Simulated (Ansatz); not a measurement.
AsS+, closed-shell singlet (lowest of 2S+1 = 1, 3, 5 at CCSD(T)/def2-TZVPP on PBE0 minima; our sources give no spin for the ground state, which may be another), most abundant isotopes (31.9721 and 74.9216 u). Constants from fifth-degree fits in 1/R to seven points on the lowest solution found; no spin–orbit coupling, no relativity up to Kr; ω_e x_e and α_e move by some per cent with the fit.

Correlated levels freeze the inner cores; with def2 sets outer-core shells near the valence are correlated too. CBS: X⁻³ extrapolation of the correlation energy, Hartree–Fock from the larger set.

The values were computed with Ansatz (Gaussian basis) for Hartree–Fock, density functionals and correlated methods. Each number belongs to the level named beside it.

```tsv
level	r_e (Å)	ω_e (cm⁻¹)	ω_e x_e (cm⁻¹)	α_e (cm⁻¹)
PBE/def2-TZVPP	1.9633	643.8	1.74	0.000740
CCSD(T)/CBS(def2-TZVPP, def2-QZVPP)	1.9445	660.1	2.01	0.000789
```

### Question
Derive the rotational constants, the centrifugal constant, the fundamental, the zero-point energy and the force constant.

### Answer

μ = 22.40917 u.
- PBE/def2-TZVPP: B_e = 16.8576/(μ r_e²) = 0.19516 cm⁻¹; B₀ = B_e − α_e/2 = 0.19479 cm⁻¹; D = 4B_e³/ω_e² = 7.17e-08 cm⁻¹; fundamental ω_e − 2ω_e x_e = 640 cm⁻¹; zero-point energy ω_e/2 − ω_e x_e/4 = 321 cm⁻¹; k = μ(2πcω_e)² = 547 N/m; the line J = 1 ← 0 at 2B₀ = 11.68 GHz
- CCSD(T)/CBS(def2-TZVPP, def2-QZVPP): B_e = 16.8576/(μ r_e²) = 0.19895 cm⁻¹; B₀ = B_e − α_e/2 = 0.19856 cm⁻¹; D = 4B_e³/ω_e² = 7.23e-08 cm⁻¹; fundamental ω_e − 2ω_e x_e = 656 cm⁻¹; zero-point energy ω_e/2 − ω_e x_e/4 = 330 cm⁻¹; k = μ(2πcω_e)² = 575 N/m; the line J = 1 ← 0 at 2B₀ = 11.91 GHz

Doubts at one or more of the structures used: a restricted determinant that unrestricted orbitals would lower (CCSD(T)/CBS(def2-TZVPP, def2-QZVPP)).

Ansatz is a first-principles code.
